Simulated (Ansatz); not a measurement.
A set of 12 reactions (atomization), with CCSD(T)/CBS values in kJ/mol:

```json
{"reaction": "`OC[SiH2]O[SiH3]` → C• + 8 H• + 2 O• + 2 Si•", "ΔE": "4592.3"}
{"reaction": "`O[Si@@H](Cl)O[Si@H](F)Cl` → 2 Cl• + F• + 3 H• + 2 O• + 2 Si•", "ΔE": "3975.3"}
{"reaction": "`[SiH3][O][Cd][Br]` → Br• + Cd (atom) + 3 H• + O• + Si•", "ΔE": "1941.3"}
{"reaction": "`F[SiH2][N]([SiH3])[GaH2]` → F• + Ga• + 7 H• + N• + 2 Si•", "ΔE": "3809.4"}
{"reaction": "`[OH][Sn]([F])([F])[F]` → 3 F• + H• + O• + Sn•", "ΔE": "2125.4"}
{"reaction": "`C[SiH](O)C(N)=O` → 2 C• + 7 H• + N• + 2 O• + Si•", "ΔE": "5114.8"}
{"reaction": "`N/C(O)=[N]\\[AlH2]` → Al• + C• + 5 H• + 2 N• + O•", "ΔE": "3608.1"}
{"reaction": "`C=CCI` → 3 C• + 5 H• + I•", "ΔE": "3424.2"}
{"reaction": "`BOB(F)S` → 2 B• + F• + 3 H• + O• + S•", "ΔE": "3247.5"}
{"reaction": "`N=C1BCO1` → B• + 2 C• + 4 H• + N• + O•", "ΔE": "3615.6"}
{"reaction": "`FC1N=C[SiH2]O1` → 2 C• + F• + 4 H• + N• + O• + Si•", "ΔE": "4011.5"}
{"reaction": "`[NH2][SbH][CH2]O` → C• + 6 H• + N• + O• + Sb•", "ΔE": "3224.2"}
```

Isolated molecules relaxed with PBE0-D4/def2-TZVP in Ansatz; ΔE leaves out vibrations. CBS: MP2 limit from def2 TZ/QZ plus the TZ coupled-cluster correction, frozen cores. This one scheme is used for every species, atoms too. DFT in def2-TZVPP. B3LYP here is the variant with VWN-RPA as its local correlation; programs differ in this. Open shells (•) are unrestricted, without spin–orbit coupling. Spin–orbit coupling would lower the free atoms: a little for Al, B, C, Cl, F, O, S, Si; clearly for Br, Ga; strongly for I, Sn. def2 core potentials past Kr. For Br, Cd, Ga, I, Sb, Sn outer-core shells are correlated without core-valence functions, so the limit isn't a true one: a few kJ/mol of doubt a bond, and 10 to 20 or more in all where bonds break to atoms. Scalar relativity is left out up to krypton. One conformer a species, not always the lowest.

Task: Give the mean, mean absolute and largest difference (level minus CCSD(T)/CBS, kJ/mol) for: PBE-D4, PBE0-D4, B3LYP-D4, ωB97X-V, PBE, r2SCAN, PBE0, B3LYP, CCSD/def2-TZVPP, CCSD(T)/def2-TZVPP, HF/def2-QZVPP, HF/CBS(def2), MP2/CBS(def2), CCSD/CBS(def2). (An estimate is asked.)

Result: The calculation gave: 
| level | mean | mean absolute | largest |
| --- | --- | --- | --- |
| PBE-D4 | 59.6 | 78.8 | 183.2 |
| PBE0-D4 | -24.1 | 45.6 | -94.6 |
| B3LYP-D4 | -16.7 | 30.1 | -82.0 |
| ωB97X-V | 9.3 | 19.0 | 37.4 |
| PBE | 38.2 | 75.9 | 168.1 |
| r2SCAN | -7.0 | 23.9 | 42.9 |
| PBE0 | -42.3 | 53.0 | -117.0 |
| B3LYP | -51.3 | 53.1 | -130.1 |
| CCSD/def2-TZVPP | -172.0 | 172.0 | -239.8 |
| CCSD(T)/def2-TZVPP | -111.0 | 111.0 | -152.1 |
| HF/def2-QZVPP | -1042.7 | 1042.7 | -1525.4 |
| HF/CBS(def2) | -1041.3 | 1041.3 | -1524.1 |
| MP2/CBS(def2) | 80.7 | 80.7 | 150.3 |
| CCSD/CBS(def2) | -61.0 | 61.0 | -87.7 |

The largest T1 diagnostic in the set is 0.018, for Al• (customary mark 0.045).

CCSD(T)/CBS is a level of theory with its own doubt, and the functionals carry their triple-zeta basis error, so these figures describe this set and don't rank the functionals.
